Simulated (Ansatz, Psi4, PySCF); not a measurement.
Complex: N2 (SMILES N#N) (first 2 atoms) with GeH4 (SMILES [GeH4]); geometry from B3LYP-D3(BJ)/def2-TZVP, rigid monomers moved along the line of their centres of mass till N1···Ge3 is 4.14 Å.
(charge 0, multiplicity 1):
```xyz
7

N     -0.4404     0.5123     0.1420
N     -0.1151     1.1897    -0.6487
Ge     0.1617    -0.5002     4.1145
H      1.3861     0.1079     3.4145
H      0.4952    -0.7532     5.5931
H     -0.2093    -1.8274     3.4383
H     -1.0196     0.4757     4.0172
```

Interaction energies are E(AB) − E(A) − E(B) at the monomers' geometry in the complex; basis-set methods are counterpoise corrected. Rows marked so take none.

Cores are frozen in the correlated methods. Filled d and f shells under p-block atoms count as core. CBS(a, b) extrapolates the correlation energy as X⁻³ and adds the Hartree–Fock energy of set b. Rows in 3-21G, 6-31G* carry no dispersion term and start afresh at each structure (6-31G* with six Cartesian d functions); the Pople sets are all-electron and without relativity.

The values were computed with Ansatz (an electronic-structure program); Psi4 for SAPT; PySCF for 3-21G rows, 6-31G* rows, the dispersion terms. Values without a source in brackets are computed.

```json
[
 {"level": "HF/aug-cc-pVDZ", "interaction energy (meV)": "0.9"},
 {"level": "HF/aug-cc-pVTZ", "interaction energy (meV)": "0.9"},
 {"level": "B3LYP/3-21G (no counterpoise)", "interaction energy (meV)": "-52.5"},
 {"level": "B3LYP/6-31G*", "interaction energy (meV)": "3.9"},
 {"level": "B3LYP/6-31G* (no counterpoise)", "interaction energy (meV)": "?"},
 {"level": "B3LYP-D3(BJ)/def2-TZVPPD", "interaction energy (meV)": "-18.5"},
 {"level": "CCSD(T)/aug-cc-pVTZ", "interaction energy (meV)": "?"},
 {"level": "CCSD(T)/CBS(aug-cc-pVDZ, aug-cc-pVTZ)", "interaction energy (meV)": "-18.4"},
 {"level": "SAPT0/aug-cc-pVDZ", "interaction energy (meV)": "-18.7"}
]
```

Complete the blanks.


- B3LYP/6-31G* (no counterpoise), interaction energy (meV): -16.2
- CCSD(T)/aug-cc-pVTZ, interaction energy (meV): -17.9
